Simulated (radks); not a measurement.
Ru18+, configuration [Ar] 3d8.

Method: scalar-relativistic Kohn-Sham, SCAN, spin-polarised, spherical densities, finite nucleus; open shells are filled with parallel spins first (spin-orbit coupling, left out, can overturn this in heavy ions); meta-GGA in the generalised Kohn-Sham scheme; Fermi nuclear charge, rms radius 4.4809 fm; computed with a radial shooting solver on a logarithmic mesh with Libxc functionals.

Energy parts (eV):
| part | energy |
|---|---|
| total | -119326.294 |
| kinetic | 123530.448 |
| electron-nucleus | -273777.863 |
| Hartree | 34106.837 |
| exchange-correlation | -3185.717 |

Orbitals (lengths in bohr, moments of r in powers of bohr; <r^-3> diverges for s and p1/2; r(max) is where P^2 peaks):
| orbital | occ. | eigenvalue (eV) | <r^4> | r(max) | <1/r> | <r^-3> |
|---|---|---|---|---|---|---|
| 1s up | 1 | -22519.07 | 5.919e-06 | 0.02172 | 45.87 | - |
| 1s down | 1 | -22518.96 | 5.918e-06 | 0.02172 | 45.87 | - |
| 2s up | 1 | -3703.086 | 0.001064 | 0.1227 | 10.40 | - |
| 2s down | 1 | -3698.286 | 0.001061 | 0.1226 | 10.41 | - |
| 2p up | 3 | -3369.891 | 0.0007628 | 0.09821 | 10.07 | 3010 |
| 2p down | 3 | -3366.171 | 0.0007596 | 0.09814 | 10.08 | 3015 |
| 3s up | 1 | -1049.557 | 0.04529 | 0.3554 | 3.727 | - |
| 3s down | 1 | -1043.284 | 0.04572 | 0.3559 | 3.714 | - |
| 3p up | 3 | -938.4244 | 0.04708 | 0.3475 | 3.565 | 561.7 |
| 3p down | 3 | -931.9773 | 0.04764 | 0.3480 | 3.552 | 557.0 |
| 3d up | 5 | -765.6272 | 0.04141 | 0.2910 | 3.363 | 77.96 |
| 3d down | 3 | -758.1163 | 0.04224 | 0.2915 | 3.353 | 77.51 |

The highest occupied level is 3d down at -758.12 eV. Spin moment in Bohr magnetons: 2. The spin density at the nucleus is -2.55 e/bohr^3 (1s -0.56, 2s -10.12, 3s 8.13).
